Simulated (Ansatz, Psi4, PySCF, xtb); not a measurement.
Lewis adduct: BH3 (SMILES B) (first 4 atoms) with CHN (SMILES C#N); geometry from B3LYP-D3(BJ)/def2-TZVP, rigid monomers moved along the line of their centres of mass till B1···N6 is 2.78 Å.
(charge 0, multiplicity 1):
```xyz
7

B     -0.097     0.048     0.770
H      0.666     0.927     0.451
H      0.204    -1.031     0.322
H     -1.256     0.333     0.591
C      0.294    -0.299     4.652
N      0.180    -0.198     3.521
H      0.401    -0.394     5.708
```

Counterpoise-corrected where a basis set is named; no monomer relaxation. Rows marked so take none.

Correlated levels freeze the cores. CBS: X⁻³ extrapolation of the correlation energy, Hartree–Fock from the larger set. Rows in 6-311+G** carry no dispersion term and start afresh at each structure.

Codes used: Ansatz (a program for electronic structure); Psi4 for SAPT; PySCF for 6-311+G** rows, the dispersion terms; xtb for the GFN methods. Values without a source in brackets are computed.

```json
[
 {"level": "GFN1-xTB", "interaction energy (kJ/mol)": "-11.5"},
 {"level": "PBE-D3(BJ)/def2-TZVPPD", "interaction energy (kJ/mol)": "-32.1"},
 {"level": "PBE-D4/def2-TZVPPD", "interaction energy (kJ/mol)": "-32.2"},
 {"level": "B3LYP/6-311+G** (no counterpoise)", "interaction energy (kJ/mol)": "-26.2"},
 {"level": "wB97X-V/def2-TZVPPD", "interaction energy (kJ/mol)": "-29.6"},
 {"level": "MP2/aug-cc-pVTZ", "interaction energy (kJ/mol)": "-29.9"},
 {"level": "SCS-MP2/aug-cc-pVDZ", "interaction energy (kJ/mol)": "-27.9"},
 {"level": "MP2/CBS(aug-cc-pVDZ, aug-cc-pVTZ) + ΔCCSD(T)/aug-cc-pVDZ", "interaction energy (kJ/mol)": "…"},
 {"level": "SAPT0/jun-cc-pV(D+d)Z", "interaction energy (kJ/mol)": "-27.7"}
]
```

**Question.** What belongs in the gaps?

**Answer.** 
- MP2/CBS(aug-cc-pVDZ, aug-cc-pVTZ) + ΔCCSD(T)/aug-cc-pVDZ, interaction energy (kJ/mol): -28.9
